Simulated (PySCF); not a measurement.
**Potassium: a sound run and one with changed settings**

Sound run: K+ [Ar], K(2+) [Ne] 3s2 3p5. Computed with PySCF 2.14 in def2-SVP (5s3p2d, 24 functions), with no relativity, point nucleus. In the sound run the correlated levels freeze [Ne] 3s2. The sound run starts from symmetry-adapted Hartree-Fock orbitals and uses a fine grid where one is needed.

Changed run: scalar relativity by spin-free X2C-1e. This setting is unsound on purpose.

```json
{"species": "K+", "method": "UHF", "sound run (hartree)": "-598.93116", "changed run (hartree)": "-600.92692", "converged": "yes"}
{"species": "K+", "method": "MN15", "sound run (hartree)": "-599.58359", "changed run (hartree)": "-601.57904", "converged": "yes"}
{"species": "K+", "method": "PBE0", "sound run (hartree)": "-599.50152", "changed run (hartree)": "-601.49718", "converged": "yes"}
{"species": "K+", "method": "MP2", "sound run (hartree)": "-598.97091", "changed run (hartree)": "-600.96654", "converged": "yes"}
{"species": "K+", "method": "CCSD(T)", "sound run (hartree)": "-598.97565", "changed run (hartree)": "-600.97124", "converged": "yes"}
{"species": "K(2+)", "method": "UHF", "sound run (hartree)": "-597.76878", "changed run (hartree)": "-599.75941", "converged": "yes"}
{"species": "K(2+)", "method": "MN15", "sound run (hartree)": "-598.36247", "changed run (hartree)": "-600.35283", "converged": "yes"}
{"species": "K(2+)", "method": "PBE0", "sound run (hartree)": "-598.29266", "changed run (hartree)": "-600.28319", "converged": "yes"}
{"species": "K(2+)", "method": "MP2", "sound run (hartree)": "-597.79284", "changed run (hartree)": "-599.78340", "converged": "yes"}
{"species": "K(2+)", "method": "CCSD(T)", "sound run (hartree)": "-597.79635", "changed run (hartree)": "-599.78688", "converged": "yes"}
```

Ionisation energy of K+:

```tsv
method	sound run (eV)	changed run (eV)
UHF	31.630	31.770
MN15	33.228	33.367
PBE0	32.895	33.034
MP2	32.057	32.195
SCS-MP2	32.028	32.166
CCSD	32.090	32.227
CCSD(T)	32.090	32.228
```

Most of the change in total energy is the relativistic energy itself. On top of that the contraction fixes the core shape for the Hamiltonian it was made with, so the changed run is not a good calculation with the other Hamiltonian either.

For comparison, NIST gives 31.625 eV between the lowest levels.
